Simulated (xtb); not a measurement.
GeI2, singlet, at a GFN2-xTB geometry. Base run: GFN2-xTB in xtb 6.7.1.

Input for xtb:
```
$ xtb mol.xyz --gfn 2 --json

# file mol.xyz
3

Ge     0.00153259    -0.00969248     1.22657057
I      1.01567043    -1.73555606    -0.38529276
I     -1.01659577     1.74140812    -0.35527815
```

The base run was repeated with changes; each row names its change, and settings that it needs were set with it.

```csv
change,ΔE vs base (kJ/mol),HOMO-LUMO gap (eV),dipole (D),G_solv (kcal/mol),SCF cycles
base,0.00,3.23,7.07,-,15
etemp = 1000,0.00,3.23,7.07,-,15
gbsa = acetonitrile,-35.1,3.29,7.24,-8.51,14
acc = 0.0001,0.00,3.23,7.07,-,20
file = coord,0.00,3.23,7.07,-,15
etemp = 5000,-6.62,3.27,6.74,-,16
alpb = cs2,-35.5,3.29,7.23,-8.59,14
```

ALPB and GBSA are two models with their own fitted parameters for each solvent, which aren't always the measured dielectric constant.
